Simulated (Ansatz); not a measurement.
Relaxation of CH5GaGeS (9 atoms, charge 0, multiplicity 1), to a largest force component of 0.015 eV/Å in at most 40 steps.

Theory: RKS PBE-D4/def2-SVP (Ansatz 0.2.0).

```xyz
9
Properties=species:S:1:pos:R:3:forces:R:3
S -1.137 -0.852 1.630 0.67 1.02 -0.56
C -0.703 0.107 0.128 -2.39 -2.34 -1.29
Ga -0.476 1.926 -0.719 0.81 0.55 0.79
Ge 1.063 -0.574 -0.548 -1.24 0.79 1.06
H -0.165 -0.224 2.372 -0.20 -0.11 0.23
H -1.481 0.006 -0.650 -0.64 -1.56 0.47
H 0.771 1.641 0.335 2.36 0.99 -0.14
H 0.942 -2.111 -0.662 0.17 -0.12 0.35
H 1.274 0.035 -1.903 0.46 0.79 -0.92
```

Task: Where does it end, and by what steps?

Result: The forces met the threshold. After 17 steps the energy has fallen by 4.060 eV; H7 moved furthest, 1.71 Å. Parted: Ga3–Ge4, Ga3–H7. Joined: S1–Ga3, Ge4–H7.

```json
{"step": "0", "energy less start (eV)": "0.0000", "largest force component (eV/Å)": "2.392", "accepted": "yes"}
{"step": "1", "energy less start (eV)": "-1.2309", "largest force component (eV/Å)": "1.292", "accepted": "yes"}
{"step": "2", "energy less start (eV)": "-1.9134", "largest force component (eV/Å)": "0.840", "accepted": "yes"}
{"step": "3", "energy less start (eV)": "-2.2136", "largest force component (eV/Å)": "0.837", "accepted": "yes"}
{"step": "4", "energy less start (eV)": "-2.5131", "largest force component (eV/Å)": "1.004", "accepted": "yes"}
{"step": "5", "energy less start (eV)": "-2.8897", "largest force component (eV/Å)": "0.949", "accepted": "yes"}
{"step": "6", "energy less start (eV)": "-3.2633", "largest force component (eV/Å)": "0.891", "accepted": "yes"}
{"step": "7", "energy less start (eV)": "-3.5342", "largest force component (eV/Å)": "0.663", "accepted": "yes"}
{"step": "8", "energy less start (eV)": "-3.6916", "largest force component (eV/Å)": "0.381", "accepted": "yes"}
{"step": "9", "energy less start (eV)": "-3.8065", "largest force component (eV/Å)": "0.247", "accepted": "yes"}
{"step": "10", "energy less start (eV)": "-3.8956", "largest force component (eV/Å)": "0.372", "accepted": "yes"}
{"step": "11", "energy less start (eV)": "-3.9658", "largest force component (eV/Å)": "0.312", "accepted": "yes"}
{"step": "12", "energy less start (eV)": "-4.0225", "largest force component (eV/Å)": "0.225", "accepted": "yes"}
{"step": "13", "energy less start (eV)": "-4.0523", "largest force component (eV/Å)": "0.113", "accepted": "yes"}
{"step": "14", "energy less start (eV)": "-4.0576", "largest force component (eV/Å)": "0.141", "accepted": "yes"}
{"step": "15", "energy less start (eV)": "-4.0589", "largest force component (eV/Å)": "0.116", "accepted": "yes"}
{"step": "16", "energy less start (eV)": "-4.0593", "largest force component (eV/Å)": "0.040", "accepted": "yes"}
{"step": "17", "energy less start (eV)": "-4.0598", "largest force component (eV/Å)": "0.011", "accepted": "yes"}
```

```xyz
9
Properties=species:S:1:pos:R:3
S -1.256 -0.324 1.605
C -0.839 0.126 -0.150
Ga -1.545 2.078 0.242
Ge 0.982 -0.356 -0.686
H -0.158 0.235 2.198
H -1.579 -0.434 -0.763
H 1.967 0.422 0.235
H 1.296 -1.874 -0.538
H 1.222 0.080 -2.159
```

The run took 45 s on 2 threads of Intel(R) Xeon(R) Platinum 8375C CPU @ 2.90GHz (Ice Lake), with other jobs on the host, peak memory 0.23 GiB.
